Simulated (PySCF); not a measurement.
An unknown gives this computed stick spectrum. The calculation used PySCF, TDDFT CAM-B3LYP/def2-SVPD, vertical, gas phase, core orbitals frozen in the response. Geometries: PBE0-D3(BJ)/def2-SVP, one conformer each.

```
state  E (eV)       f
   S1    5.88  0.0024
   S2    6.03   0.244
   S3    6.50   0.020
   S4    6.97  0.0010
   S5    7.10   0.013
   S6    7.38  0.0045
   S7    7.50   0.018
   S8    7.58   0.011
   S9    7.64   0.028
  S10    7.73   0.147
```

Orbital energies (eV): HOMO-3 -11.17, HOMO-2 -10.09, HOMO-1 -9.73, HOMO -8.16, LUMO 0.85, LUMO+1 0.98, LUMO+2 1.22.

Problem. Which structure fits?
A. `CSBN[SiH3]`
B. `N#C[C@@H]1CS1`
C. `C=CSC#N`

Solution. A. Its S1, at 5.88 eV, is the highest among the candidates; the nearest of the others has S1 at 4.93 eV. S1 is HOMO→LUMO (72%), HOMO→LUMO+2 (10%). Löwdin shares by element: HOMO sulfur 57%, nitrogen 15%, carbon 9%, boron 8%; LUMO sulfur 28%, silicon 20%, boron 15%, hydrogen 11% or more (atoms not listed hold the other 27%). At the same level the other candidates give, for their lowest levels:
- `C=CSC#N`: 4.93 eV (f 0.000); 6.05 eV (f 0.268); 6.26 eV (f 0.007); 6.85 eV (f 0.009); 6.88 eV (f 0.010); T1 3.94 eV; HOMO -8.66, LUMO 0.19 eV
- `N#C[C@@H]1CS1`: 4.57 eV (f 0.001); 6.23 eV (f 0.015); 6.58 eV (f 0.025); 6.92 eV (f 0.027); 7.23 eV (f 0.071); T1 4.08 eV; HOMO -8.85, LUMO -0.13 eV

Shape of the structure used: `[CH3:1][S:2][BH:3][NH:4][SiH3:5]`: C1–S2–B3–N4 178°, S2–B3–N4–Si5 176°.
Triplets come from the Tamm–Dancoff approximation.

Without π bonds the low states are Rydberg-like; a valence basis with one diffuse set may place them up to an eV too high.
